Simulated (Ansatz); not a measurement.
Compare A (`C1[NH][AlH][S]1`) with its isomer B (`[NH2][AlH][CH]=S`).

Isolated molecules relaxed with PBE0-D4/def2-TZVP in Ansatz; ΔE leaves out vibrations. CCSD(T)/CBS is the MP2 limit (def2-TZVPP, def2-QZVPP) plus CCSD(T) − MP2 in def2-TZVPP, frozen cores. Functionals use def2-TZVPP. Each species was taken in one conformer, which may not be the lowest.

Task: Which isomer does CCSD(T)/CBS put lower? Give the gap. (Estimate.)

Result: Computed: A, by 96.8 kJ/mol.

Task: Give E(B) − E(A) in kJ/mol with CCSD(T)/def2-TZVPP, CCSD(T)/def2-SVP, CCSD/def2-TZVPP, PBE0-D4, BLYP-D4, LDA (SPW92), ωB97M-V. (Best estimate.)

Result: Computed: CCSD(T)/def2-TZVPP 94.1, CCSD(T)/def2-SVP 94.1, CCSD/def2-TZVPP 95.8, PBE0-D4 120.5, BLYP-D4 80.5, LDA (SPW92) 136.3, ωB97M-V 104.4. None reverses the order clearly.

Task: Does the order hold for the free energy at 298.15 K (harmonic terms from PBE0-D4)? (Estimate.)

Result: Ansatz gave: Yes: G(B) − G(A) = +80.6 kJ/mol, for one conformer each.

Largest T1 diagnostic: 0.015.

Leaving LDA and LC-ωPBE aside and taking each functional with its dispersion term where it has one, the values, not all of them listed here, spread over 41.4 kJ/mol, from BLYP-D4 to PBE-QIDH. LDA lies +28.2 kJ/mol from PBE without D4. From r2SCAN to r2SCAN0 (25 % exact exchange), in def2-TZVPP and without D4, E(B) − E(A) moves by +8.3 kJ/mol.
